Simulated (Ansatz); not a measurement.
Basis-set extrapolation for `C[SiH2]C(F)BF` (PBE0-D4/def2-TZVP geometry, frozen core, the Gaussian-basis code of Ansatz). Multiplicity 1, RHF reference.

```
                      def2-TZVPP   def2-QZVPP
                 HF  -592.499987  -592.522514
    MP2 correlation    -1.062847    -1.149235
CCSD(T) correlation    -1.150200      not run
```

Energies in hartree. Use E(X) = E(∞) + A·exp(−7.88·√X) for Hartree–Fock and E(X) = E(∞) + B·X^(−2.97) for correlation, with X = 3 and 4, and add CCSD(T) minus MP2 of the smaller set to the MP2 limit.

What is the CCSD(T) energy at the basis-set limit?

HF limit: -592.522514 + (-0.022527) × 0.13774 = -592.52562. MP2 limit: -1.149235 + (-0.086388) × 0.74074 = -1.21323. Higher-order term: -1.150200 − (-1.062847) = -0.08735. Total: -593.82620 hartree, 462.1 kJ/mol below CCSD(T)/def2-TZVPP.
